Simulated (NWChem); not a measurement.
Which level was it?

BSiH4OF3 has 10 atoms, charge 0, and is taken as a singlet. SMILES: `F[B-](F)(F)[OH+][SiH3]`. Geometry: relaxed at PBE0-D4/def2-TZVP.

```xyz
10

F    -1.2260   -1.8520   -1.0847
B    -0.1228   -1.0821   -1.0724
F     0.8965   -1.5208   -0.2811
F     0.2420   -0.5640   -2.2682
O    -0.5858    0.2956   -0.1946
Si    0.3251    0.8126    1.1537
H    -1.0241    0.9546   -0.7411
H     0.1757   -0.2222    2.1898
H    -0.3243    2.0857    1.5467
H     1.7267    1.0416    0.7548
```

A calculation with NWChem 7.3.0 gave:

```yaml
total_energy: -691.1583 Eh
dipole_moment: 4.98 D
HOMO_energy: -9.91 eV
LUMO_energy: -0.50 eV
HOMO–LUMO_gap: 9.41 eV
largest_force: 0.343 eV/Å
```

Which of these levels gave the numbers?
A. HF/STO-3G
B. B3LYP/6-31G* (spherical functions)
C. B3LYP/6-31G* (Cartesian functions)
D. PBE0/6-31G* (spherical functions)

D. The others give -691.7095 Eh (B3LYP/6-31G* (Cartesian functions)), -680.4669 Eh (HF/STO-3G), -691.7027 Eh (B3LYP/6-31G* (spherical functions)).
